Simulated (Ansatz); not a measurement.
C5H15GeN (`CC[N]([GeH3])C(C)C`), relaxed with RKS PBE0-D4/def2-TZVP in the Gaussian-basis code of Ansatz from a PBE-D4/def2-SVP geometry. The force threshold is 0.005 eV/Å; the program also tests the step.

Charge 0, multiplicity 1.

Start:

```xyz
22

C    -2.535    0.031   -0.063
C    -1.297    0.927   -0.181
N    -0.068    0.313    0.328
Ge    0.387    0.745    2.079
C     0.927   -0.060   -0.683
C     0.395   -1.159   -1.619
C     2.245   -0.512   -0.048
H    -2.393   -0.922   -0.611
H    -3.438    0.536   -0.465
H    -2.732   -0.223    0.999
H    -1.140    1.216   -1.246
H    -1.504    1.891    0.341
H     1.308    2.008    2.196
H    -0.969    1.046    2.770
H     1.092   -0.444    2.782
H     1.162    0.835   -1.323
H    -0.536   -0.848   -2.135
H     1.142   -1.401   -2.403
H     0.174   -2.081   -1.042
H     2.697    0.277    0.588
H     2.098   -1.421    0.572
H     2.984   -0.755   -0.838
```

Q: How much energy does the relaxation release, and in how many steps? (Estimate.)

A: Computed: 8.44 kJ/mol, in 10 steps.

Q: Which bonds change most? (An estimate is asked.)

A: Computed: N3–Ge4 from 1.860 to 1.840 Å; C5–H16 from 1.125 to 1.106 Å; C2–H11 from 1.114 to 1.097 Å; Ge4–H13 from 1.568 to 1.551 Å.

Q: Give the relaxed structure. (An estimate is asked.)

A: The calculation gave: 
```xyz
22

C    -2.520    0.017   -0.055
C    -1.287    0.895   -0.173
N    -0.079    0.263    0.344
Ge    0.387    0.765    2.052
C     0.922   -0.062   -0.663
C     0.400   -1.116   -1.632
C     2.215   -0.546   -0.033
H    -2.384   -0.923   -0.594
H    -3.403    0.524   -0.455
H    -2.716   -0.228    0.992
H    -1.123    1.167   -1.222
H    -1.482    1.847    0.339
H     1.268    2.040    2.089
H    -0.949    1.064    2.752
H     1.125   -0.367    2.782
H     1.159    0.844   -1.251
H    -0.518   -0.795   -2.127
H     1.141   -1.319   -2.410
H     0.190   -2.045   -1.097
H     2.670    0.211    0.611
H     2.044   -1.448    0.561
H     2.940   -0.787   -0.812
```
